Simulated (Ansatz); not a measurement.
C3H4F4O, SMILES `OC(C(F)F)C(F)F`, 12 atoms. Total charge 0; spin multiplicity 1. All runs use 4 threads of an Arm Neoverse V2 on a shared host. Correlated methods freeze the cores.

(1) How many basis functions does each run have, and how long does it take in Ansatz? RHF-CCSD(T)/def2-SVP energy; RKS PBE0-D4/def2-TZVP frequencies; direct RPA on PBE orbitals/def2-TZVPP energy; RKS ωB97M-V/def2-SVP energy; RKS r2SCAN-D4/def2-TZVPP energy and forces; RKS PBE0-D4/def2-QZVPP energy; RKS BHLYP-D4/def2-TZVPP energy; RHF-MP2/def2-QZVPP energy; RKS ωB97M-V/def2-QZVPP energy; RKS r2SCANh-D4/def2-TZVPP energy; RHF-MP2/def2-TZVPP energy; RKS LC-ωPBE/def2-TZVPP energy. (Estimate.)

Answers

(1) Computed: Other jobs shared the machine, so times are rough.

```tsv
level	job	functions	wall time	peak host memory (GiB)
RKS LC-ωPBE/def2-TZVPP	energy	304	3.1 s	0.68
RKS BHLYP-D4/def2-TZVPP	energy	304	4.1 s	0.98
RKS ωB97M-V/def2-SVP	energy	132	5.5 s	0.68
RHF-MP2/def2-TZVPP	energy	304	6 s	1
RKS r2SCAN-D4/def2-TZVPP	energy and forces	304	6 s	0.48
RKS r2SCANh-D4/def2-TZVPP	energy	304	6.5 s	0.95
direct RPA on PBE orbitals/def2-TZVPP	energy	304	9 s	0.98
RKS PBE0-D4/def2-QZVPP	energy	576	13 s	2.6
RKS ωB97M-V/def2-QZVPP	energy	576	28 s	3
RHF-CCSD(T)/def2-SVP	energy	132	32 s	1.1
RHF-MP2/def2-QZVPP	energy	576	41 s	5.1
RKS PBE0-D4/def2-TZVP	frequencies	272	4.6 min	0.89
```

LC-ωPBE has ω = 0.4 bohr⁻¹.
